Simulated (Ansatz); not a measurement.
Species: MoO, charge 0, quintet. MoO (SMILES [Mo]=[O], quintet).
B3LYP-D3(BJ)/def2-TZVP minimum from Ansatz (a program for electronic structure):
```xyz
2

Mo     0.0000     0.0000    -0.2716
O      0.0000     0.0000     1.4261
```
Charge 0, spin multiplicity 5.

Atomisation energy term by term, kcal/mol (programs: Ansatz). UHF or UKS for unpaired electrons; spin-orbit terms are left out. Correlated methods leave the cores frozen (noble-gas shells, and filled d and f shells in the p block). Past Kr the def2 sets carry scalar-relativistic core potentials. CBS(X,Y): correlation extrapolated as X^-3, Hartree-Fock from the larger set. A bracket is a step between two methods taken in the basis named. The UHF reference of MoO ([O]=[Mo], quintet) is spin-contaminated (<S^2> up to 0.53 over the pure value in the sets run).

| term | basis | kcal/mol |
|---|---|---|
| Hartree-Fock | def2-QZVPP | 25.33 |
| CCSD correlation | CBS(def2-TZVPP,def2-QZVPP) | 82.82 |
| (T) | CBS(def2-TZVPP,def2-QZVPP) | 11.37 |
| CCSDT(Q) - CCSD(T) | def2-QZVPP | 3.31 |
| CCSDTQ - CCSDT(Q) | def2-SVP | -0.95 |
| sum: De |  | 121.9 |

The step beyond CCSD(T) by other levels: CCSDTQ in def2-SVP 2.81; CCSDT(Q) in def2-SVP 3.76; CCSDT(Q) in def2-TZVPP 3.42 kcal/mol.
